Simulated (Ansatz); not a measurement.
Abridged output of a molecular run in Ansatz:

```
Functional definition: HF
2185 factors; integrals over basis functions are off by at most 6.3e-4 eV
mean field evaluation 1: about -20201.0563 eV, gradient 5.0e1 eV
mean field evaluation 2: about -20201.1773 eV, gradient 5.0e1 eV
mean field evaluation 4: about -20205.9093 eV, gradient 3.0e0 eV
mean field evaluation 8: about -20205.9654 eV, gradient 3.4e-1 eV
mean field evaluation 16: about -20205.9662 eV, gradient 2.7e-6 eV
mean field -20205.96616291 eV, -742.5555603910 hartree, gradient 2.7e-6 eV, S^2 0.000000; 0 other end points of the search recorded, 0 dependent functions left out
11 core orbitals not correlated: weight in the atoms' cores, before any rotation towards them, 1.000 or more for the frozen orbitals, at most 0.000 for the correlated occupied ones
reference -20205.96616291 eV, -742.5555603910 hartree; 17, 17 occupied and 328, 328 virtual orbitals, 2185 factors
second order -32.00373798 eV of doubles, -0.00000000 eV of singles
cycle   1  -30.81465837 eV  change     1.2e0 eV  update   1.3e-1
cycle   2  -31.45041473 eV  change   -6.4e-1 eV  update   4.1e-2
cycle   3  -31.62111233 eV  change   -1.7e-1 eV  update   2.2e-2
cycle   4  -31.60010959 eV  change    2.1e-2 eV  update   6.9e-3
cycle   5  -31.58774759 eV  change    1.2e-2 eV  update   2.9e-3
cycle   6  -31.58983516 eV  change   -2.1e-3 eV  update   1.2e-3
cycle   7  -31.59028506 eV  change   -4.5e-4 eV  update   4.1e-4
cycle   8  -31.58989627 eV  change    3.9e-4 eV  update   2.0e-4
cycle   9  -31.58992466 eV  change   -2.8e-5 eV  update   8.2e-5
cycle  10  -31.59006785 eV  change   -1.4e-4 eV  update   3.7e-5
cycle  11  -31.58998847 eV  change    7.9e-5 eV  update   1.6e-5
cycle  12  -31.58999145 eV  change   -3.0e-6 eV  update   7.0e-6
perturbative correction -1.17465181 eV, -0.0431676578 hartree
Total energy: -20238.73080617 eV, -743.7596388221 hartree
```

Its atoms:

Cartesian coordinates in Å:
```
N 0.397 -1.119 -1.270
In 0.063 0.182 0.216
F 1.560 1.398 0.534
S -1.667 0.416 1.799
H -0.418 -1.481 -1.745
H 1.070 -0.802 -1.955
H -1.004 1.406 2.422
```

Q: Which basis set was used?
A. def2-TZVPP
B. cc-pV(D+d)Z
C. def2-QZVPP
D. cc-pV(T+d)Z

A: C. It gives 356 functions.

Q: Write the keys of the input that set method, charge and spin (a neutral closed shell needs none for the last two).

A: 
```yaml
correlation: {method: ccsd_t}
```
